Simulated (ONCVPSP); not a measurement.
indium (In): one change to an ONCV potential, before and after

- Element: indium
- Generator: ONCVPSP 4.0.1
- Type: optimised norm-conserving Vanderbilt (ONCV)
- Functional: PBEsol
- Relativity: scalar-relativistic
- Frozen core: [Ar] 3d10 4s2
- Valence charge: 19
- Reference configuration: 4p6 4d10 5s2 5p1
- Partial waves: 5s: rc 2.05 bohr, ncon 5, nbas 8, qcut 3.1 1/bohr, 2 projectors, debl 0.8 Ha; 4p+5p: rc 1.85 bohr, ncon 4, nbas 7, qcut 6.6 1/bohr, 3 projectors, debl 0.5 Ha; 4d: rc 1.20 bohr, ncon 3, nbas 6, qcut 8.8 1/bohr, 2 projectors, debl 3.7 Ha; f scattering state at 0.09 Ha: rc 1.95 bohr, ncon 4, nbas 7, qcut 6.3 1/bohr, 3 projectors, debl 0.5 Ha
- Local potential: polynomial inside 1.20 bohr (lpopt 5, dvloc0 2 Ha)
- Core correction: Teter function fitted to the true core (icmod 2), fcfact 0.15

All-electron outer shells of the reference configuration (PBEsol, scalar-relativistic, ld1.x):

| shell | level (eV) | outermost node (bohr) | outermost maximum (bohr) |
| --- | --- | --- | --- |
| 3d | -432.69 | – | 0.26 |
| 4s | -119.51 | 0.41 | 0.77 |
| 4p | -78.02 | 0.42 | 0.82 |
| 4d | -18.59 | 0.40 | 0.94 |
| 5s | -8.25 | 1.02 | 2.16 |
| 5p | -2.52 | 1.14 | 2.85 |

Change: s: debl 4.6.

Cutoffs: the cutoffs (Ha) at which the residual kinetic energy of the hardest occupied pseudo-wave falls to 1 and 0.1 mHa per electron; they do not see the model core or the augmentation charge, which bear on the density cutoff. Errors are all-electron minus pseudo energies relative to the spin-unpolarised reference configuration.

**Question.** What does the change do?

**Answer.** The potential gets neither clearly harder nor softer (36 Ha and 73 Ha → 36 Ha and 73 Ha); both files keep a bound ghost (s); of the 3 tests that both files solve, the error grows in 2 and shrinks in 0 by more than 15 % and 0.3 meV (median size 7.2 → 7.5 meV); the range in which the s phases agree widens (upper end 3.5 → at the end of the scan).

```csv
quantity,base,changed
"cutoff, loose",36 Ha,36 Ha
"cutoff, tight",73 Ha,73 Ha
bound ghosts,s,s
GHOST(+) flags under 300 eV,f at 23.3 eV,f at 23.3 eV
tests with a reliable result,3 of 4,3 of 4
"error for 4p6 4d10 5s2 5p0, meV [ΔE 5.36 eV]",-1.3,-1.8
"error for 4p6 4d10 5s1 5p0, meV [ΔE 24.64 eV]",-10.0,-13
"error for 4p6 4d10 5s1 5p2, meV [ΔE 5.88 eV]",-7.2,-7.5
s: phases at 2.08 bohr within 0.05 rad from the reference energy up to (Ha; the scan ends near 5),3.5,to the end of the scan
p: phases at 1.88 bohr within 0.05 rad from the reference energy up to (Ha; the scan ends near 5),to the end of the scan,to the end of the scan
d: phases at 1.22 bohr within 0.05 rad from the reference energy up to (Ha; the scan ends near 5),to the end of the scan,to the end of the scan
f: phases at 1.98 bohr within 0.05 rad from the reference energy up to (Ha; the scan ends near 5),3.3,3.3
"rms error of d²Exc/dni dnj with the model core, mHa",0.60,0.60
```

 A true bound ghost makes a file unfit for plane-wave use even where its test errors are small: the radial tests pick states by their node count and pass the ghost by.
